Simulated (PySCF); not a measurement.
Computed shifts of a molecule C6H7N, PySCF with B3LYP/pcSseg-1, GIAO, gas phase, equivalent atoms averaged, in ppm (number of nuclei): ¹⁵N: 83.8 (1). ¹³C: 158.1 (1), 140.0 (2), 126.7 (1), 121.6 (2). ¹H: 7.55 (2), 7.07 (1), 6.92 (2), 3.58 (2). References: ¹⁵N against NH3 (σ = 265.5 ppm); ¹³C against TMS (σ = 181.3 ppm); ¹H against TMS (σ = 31.68 ppm), references at their B3LYP-D3(BJ)/def2-TZVP geometries, non-relativistic. The structure is a stationary point at PBE-D3(BJ)/def2-SVP. Other conformers were not sampled.

Question: Which structure fits?
A. C=C/C(C#N)=C\C
B. Cc1cccnc1
C. C/C=C/C=C\C#N
D. Nc1ccccc1

Answer: D, Nc1ccccc1
